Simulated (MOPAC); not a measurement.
MOPAC input (AM1):

```
AM1 1SCF GEO-OK AUX(PRECISION=9) THREADS=1
C2H8Si3

C     1.32088000 1    2.45053700 1    1.15302600 1
C     1.47004500 1    1.41849700 1    0.54675600 1
Si    1.59910900 1   -0.17002500 1   -0.34538400 1
Si   -0.36441100 1   -1.38148300 1    0.07176200 1
Si   -2.22318100 1   -0.03327000 1   -0.39814700 1
H     1.19726000 1    3.36345400 1    1.68493300 1
H     1.72989300 1    0.10732300 1   -1.79511300 1
H     2.81126000 1   -0.88722400 1    0.11392800 1
H    -0.38934200 1   -1.80449400 1    1.49502500 1
H    -0.38416300 1   -2.60043400 1   -0.77817200 1
H    -3.48516100 1   -0.79954000 1   -0.25350800 1
H    -2.13206100 1    0.47173900 1   -1.78979300 1
H    -2.25448100 1    1.12185700 1    0.52877000 1
```

Output:

```
 *******************************************************************************
 **                                                                           **
 **                              MOPAC v23.2.5                                **
 **                                                                           **
 *******************************************************************************
 ** MOPAC's Digital Object Identifier: https://doi.org/10.5281/zenodo.6511958 **
 **                                                                           **
 ** Please cite the open-source release paper for use of this MOPAC version:  **
 ** J. E. Moussa and J. J. P. Stewart (2026)                                  **
 ** MOPAC: An open-source semiempirical molecular orbital program             **
 ** J. Open Source Softw., 11(119), 8025, https://doi.org/10.21105/joss.08025 **
 *******************************************************************************

                              AM1 CALCULATION RESULTS

 *******************************************************************************
 *  AM1        - The AM1 Hamiltonian to be used
 *  GEO-OK     - OVERRIDE INTERATOMIC DISTANCE AND OTHER SAFETY CHECKS
 *  1SCF       - DO 1 SCF AND THEN STOP
 *  AUX        - OUTPUT AUXILIARY INFORMATION
 *******************************************************************************
AM1 1SCF GEO-OK AUX(PRECISION=9) THREADS=1
 C2H8Si3

   ATOM   CHEMICAL          X               Y               Z
  NUMBER   SYMBOL      (ANGSTROMS)     (ANGSTROMS)     (ANGSTROMS)

     1       C          1.32088000  *   2.45053700  *   1.15302600  *
     2       C          1.47004500  *   1.41849700  *   0.54675600  *
     3      Si          1.59910900  *  -0.17002500  *  -0.34538400  *
     4      Si         -0.36441100  *  -1.38148300  *   0.07176200  *
     5      Si         -2.22318100  *  -0.03327000  *  -0.39814700  *
     6       H          1.19726000  *   3.36345400  *   1.68493300  *
     7       H          1.72989300  *   0.10732300  *  -1.79511300  *
     8       H          2.81126000  *  -0.88722400  *   0.11392800  *
     9       H         -0.38934200  *  -1.80449400  *   1.49502500  *
    10       H         -0.38416300  *  -2.60043400  *  -0.77817200  *
    11       H         -3.48516100  *  -0.79954000  *  -0.25350800  *
    12       H         -2.13206100  *   0.47173900  *  -1.78979300  *
    13       H         -2.25448100  *   1.12185700  *   0.52877000  *

          CARTESIAN COORDINATES

    NO.       ATOM           X           Y           Z

     1         C          1.3209      2.4505      1.1530
     2         C          1.4700      1.4185      0.5468
     3        Si          1.5991     -0.1700     -0.3454
     4        Si         -0.3644     -1.3815      0.0718
     5        Si         -2.2232     -0.0333     -0.3981
     6         H          1.1973      3.3635      1.6849
     7         H          1.7299      0.1073     -1.7951
     8         H          2.8113     -0.8872      0.1139
     9         H         -0.3893     -1.8045      1.4950
    10         H         -0.3842     -2.6004     -0.7782
    11         H         -3.4852     -0.7995     -0.2535
    12         H         -2.1321      0.4717     -1.7898
    13         H         -2.2545      1.1219      0.5288

  H: (AM1): M.J.S. DEWAR ET AL, J. AM. CHEM. SOC. 107 3902-3909 (1985)
  C: (AM1): M.J.S. DEWAR ET AL, J. AM. CHEM. SOC. 107 3902-3909 (1985)
 Si: (AM1): M.J.S.DEWAR, C. JIE, ORGANOMETALLICS, 6, 1486-1490 (1987).

           Empirical Formula: C2 H8 Si3  =    13 atoms

      MOLECULAR POINT GROUP   :   C1

      RHF CALCULATION, NO. OF DOUBLY OCCUPIED LEVELS = 14

 -------------------------------------------------------------------------------
 AM1 1SCF GEO-OK AUX(PRECISION=9) THREADS=1
 C2H8Si3

     1SCF WAS SPECIFIED, SO BFGS WAS NOT USED
     SCF FIELD WAS ACHIEVED

                              AM1 CALCULATION
                                                       MOPAC v23.2.5 Linux

          FINAL HEAT OF FORMATION =         65.29057 KCAL/MOL =     273.17574 KJ/MOL

          COSMO AREA              =        177.93 SQUARE ANGSTROMS
          COSMO VOLUME            =        185.87 CUBIC ANGSTROMS

          IONIZATION POTENTIAL    =         10.269000 EV
          HOMO LUMO ENERGIES (EV) =        -10.269 -1.106
          NO. OF FILLED LEVELS    =         14
          MOLECULAR WEIGHT        =        116.3417         POINT GROUP:  C1

          MOLECULAR DIMENSIONS (Angstroms)

            Atom       Atom       Distance
            H    10    H     6     6.64347
            H    11    H     8     6.11273
            H     9    H     7     3.88196

          SCF CALCULATIONS        =          1

   ATOM   CHEMICAL          X               Y               Z
  NUMBER   SYMBOL      (ANGSTROMS)     (ANGSTROMS)     (ANGSTROMS)

     1       C          1.32088000  *   2.45053700  *   1.15302600  *
     2       C          1.47004500  *   1.41849700  *   0.54675600  *
     3      Si          1.59910900  *  -0.17002500  *  -0.34538400  *
     4      Si         -0.36441100  *  -1.38148300  *   0.07176200  *
     5      Si         -2.22318100  *  -0.03327000  *  -0.39814700  *
     6       H          1.19726000  *   3.36345400  *   1.68493300  *
     7       H          1.72989300  *   0.10732300  *  -1.79511300  *
     8       H          2.81126000  *  -0.88722400  *   0.11392800  *
     9       H         -0.38934200  *  -1.80449400  *   1.49502500  *
    10       H         -0.38416300  *  -2.60043400  *  -0.77817200  *
    11       H         -3.48516100  *  -0.79954000  *  -0.25350800  *
    12       H         -2.13206100  *   0.47173900  *  -1.78979300  *
    13       H         -2.25448100  *   1.12185700  *   0.52877000  *

                             CARTESIAN COORDINATES

   1    C        1.320880000     2.450537000     1.153026000
   2    C        1.470045000     1.418497000     0.546756000
   3   Si        1.599109000    -0.170025000    -0.345384000
   4   Si       -0.364411000    -1.381483000     0.071762000
   5   Si       -2.223181000    -0.033270000    -0.398147000
   6    H        1.197260000     3.363454000     1.684933000
   7    H        1.729893000     0.107323000    -1.795113000
   8    H        2.811260000    -0.887224000     0.113928000
   9    H       -0.389342000    -1.804494000     1.495025000
  10    H       -0.384163000    -2.600434000    -0.778172000
  11    H       -3.485161000    -0.799540000    -0.253508000
  12    H       -2.132061000     0.471739000    -1.789793000
  13    H       -2.254481000     1.121857000     0.528770000

           Empirical Formula: C2 H8 Si3  =    13 atoms

      MOLECULAR POINT GROUP   :   C1

                  EIGENVALUES
 -32.73857 -20.24290 -15.98252 -15.75819 -14.89152 -13.77273 -13.25621 -12.80590
 -12.57817 -11.85114 -11.77966 -11.12661 -10.79623 -10.26900  -1.10568  -0.81149
   1.05044   1.13673   1.29056   1.42487   1.52657   1.77526   1.95988   2.05677
   2.16475   2.22794   4.29768   6.64046

              NET ATOMIC CHARGES AND DIPOLE CONTRIBUTIONS

  ATOM NO.   TYPE          CHARGE      No. of ELECS.   s-Pop       p-Pop
    1          C          -0.165802        4.1658     1.27101     2.89479
    2          C          -0.430745        4.4307     1.32839     3.10236
    3         Si           0.762235        3.2378     0.83205     2.40572
    4         Si          -0.051576        4.0516     0.93807     3.11351
    5         Si           0.409395        3.5906     0.88734     2.70326
    6          H           0.215029        0.7850     0.78497
    7          H          -0.139654        1.1397     1.13965
    8          H          -0.135699        1.1357     1.13570
    9          H          -0.060164        1.0602     1.06016
   10          H          -0.064449        1.0644     1.06445
   11          H          -0.111664        1.1117     1.11166
   12          H          -0.114650        1.1147     1.11465
   13          H          -0.112256        1.1123     1.11226
 DIPOLE           X         Y         Z       TOTAL
 POINT-CHG.     0.214    -0.361    -0.599     0.732
 HYBRID        -0.209     0.625     0.682     0.948
 SUM            0.005     0.263     0.082     0.276

          ATOMIC ORBITAL ELECTRON POPULATIONS

     Atom    s        px        py        pz
    1  C   1.27101   0.96380   0.96670   0.96429
    2  C   1.32839   1.02908   1.04045   1.03282
    3 Si   0.83205   0.86585   0.73069   0.80917
    4 Si   0.93807   1.10224   1.03660   0.97468
    5 Si   0.88734   0.91233   0.89903   0.89190
    6  H   0.78497
    7  H   1.13965
    8  H   1.13570
    9  H   1.06016
   10  H   1.06445
   11  H   1.11166
   12  H   1.11465
   13  H   1.11226

 **********************
 *                    *
 * JOB ENDED NORMALLY *
 *                    *
 **********************

 == MOPAC DONE ==
```

The geometry given is a B3LYP-D3(BJ)/def2-TZVP minimum.
